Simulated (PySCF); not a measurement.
B(Cl)(H)(SeH) (BClH2Se), SMILES ClB[SeH].

The structure is a stationary point at B3LYP-D3(BJ)/def2-TZVP. One conformer was computed; it need not be the lowest.

Calculation: M06-2X/def2-TZVPD (PySCF).

Isolated molecule, no solvent.

Estimate the frontier levels, gap, dipole moment and polarisability. (The exact figures need the calculation; the answer reports its results.)


```json
{
  "highest_occupied_level": "-8.92 eV",
  "lowest_empty_level": "-0.68 eV",
  "orbital_gap": "8.24 eV",
  "dipole_moment": "0.58 D",
  "quadrupole, principal values (traceless, Buckingham form, about the centre of nuclear charge)": "-2.69, -1.09, 3.78 D·Å",
  "mean_static_polarisability": "57.4 bohr³ (8.51 Å³)",
  "polarisability_principal_values": "44.7, 52.9, 74.7 bohr³"
}
```
